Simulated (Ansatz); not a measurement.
The input (input.yaml):

```yaml
crystal:
  periodic: [false, false, false]
  atoms:
    - { symbol: B, position_ang: [0.130906, -1.990704, 0.883635] }
    - { symbol: O, position_ang: [0.588294, -1.367976, -0.230626] }
    - { symbol: C, position_ang: [0.420213, 0.134763, -0.396492] }
    - { symbol: B, position_ang: [1.059131, 1.057233, 0.660158] }
    - { symbol: "N", position_ang: [0.617365, 0.48325, -1.85423] }
    - { symbol: Si, position_ang: [-1.402071, 0.760091, 0.072637] }
    - { symbol: H, position_ang: [0.342734, -3.151526, 0.933314] }
    - { symbol: H, position_ang: [-0.455294, -1.432575, 1.744833] }
    - { symbol: H, position_ang: [1.207562, 2.199068, 0.405243] }
    - { symbol: H, position_ang: [1.287287, 0.649288, 1.742199] }
    - { symbol: H, position_ang: [1.632381, 0.210315, -2.054395] }
    - { symbol: H, position_ang: [0.085198, -0.277682, -2.389401] }
    - { symbol: H, position_ang: [-2.275913, -0.396006, -0.076066] }
    - { symbol: H, position_ang: [-1.491267, 1.253268, 1.441911] }
    - { symbol: H, position_ang: [-1.768524, 1.818495, -0.853321] }
magnetization:
  spin_polarized: true
basis:
  gaussian: { orbitals: STO-3G }
hamiltonian:
  xc: pbe
md:
  timestep: 0.5
  n_steps: 123
  ensemble: nvt_nose_hoover
  temperature: 1000.0
  initial_velocities: maxwell_boltzmann
  seed: 269972
  temperature_schedule:
    - { n_steps: 30, end_temperature: 1000.0 }
    - { n_steps: 92, end_temperature: 3000.0 }
```

Command:

```bash
$ ansatz run input.yaml --threads 1 --pin off --max-ram 2048MiB --backend cpu --events-out ev --progress --plain --runs-dir out
```

Hardware: 1 thread of Arm Neoverse V2, with other jobs on the host.

Roughly how long does this run take, and how much memory?

9.2 min, with a peak of 0.13 GiB, for 124 ionic steps.
